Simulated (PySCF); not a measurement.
H5Mo, SMILES [MoH5+] (connectivity only; charge and spin as stated), charge +1, multiplicity 1.

Coordinates come from a B3LYP-D3(BJ)/def2-TZVPD optimisation. The geometry has at least one imaginary mode, so it is a saddle point at that level. The spin state was assumed, not searched. The def2 effective core potentials stand for the cores of Mo; spin–orbit coupling is left out.

Level of theory: CAM-B3LYP/def2-TZVPD (PySCF).

Gas-phase values at a fixed geometry.

Computed frontier levels, gap, dipole moment and polarisability:
- highest occupied level: -17.68 eV
- lowest empty level: -9.74 eV
- orbital gap: 7.93 eV
- dipole moment about the centre of nuclear charge: 0.97 D
- mean static polarisability: 40.7 bohr³ (6.03 Å³)
- polarisability, principal values: 38.4, 38.4, 45.4 bohr³
